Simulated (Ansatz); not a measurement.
H$_{3}$AlO$_{3}$ (SMILES [OH][Al]([OH])[OH]), singlet, at a GFN2-xTB geometry (such geometries of metal compounds can be far from the true shape). Base run: CAM-B3LYP/def2-SVP (Ansatz, a first-principles code).

Geometry (Å):
```xyz
7

Al     0.0000     0.0000     0.0000
O     -1.0860    -1.2522     0.0782
H     -1.9333    -1.4380    -0.3018
O     -0.3342     1.3311    -0.9326
H      0.1070     2.1444    -1.1341
O      1.4202    -0.0789     0.8545
H      1.8263    -0.7065     1.4360
```
Charge 0, spin multiplicity 1.
All else is at Ansatz's defaults.
Base energy -469.74664 Eh.

Variants of this job, named by their change:

```tsv
change	ΔE vs base (µEh)
base	0.0
fitting.mean_field = cc-pVTZ-JKFIT	-34.1
fitting.mean_field = def2-universal-JKFIT	-20.8
point_charge = charge:-1.0 position_ang:-1.7444, -5.0386, 1.0175	2725
final_grid = 4, 8, 17	[?]
point_charge = charge:1.0 position_ang:-0.2015, 0.8432, -5.3586	-3116
accuracy = high	-0.4
point_charge = charge:0.5 position_ang:2.6547, 0.3751, 4.7199	157
lower_state_search = off	0.0
final_grid = 6, 12, 29	0.6
final_grid = 10, 20, 41	-0.1
```

Q: Fill in the missing entries.

A: 
- final_grid = 4, 8, 17, ΔE vs base (µEh): 95.9
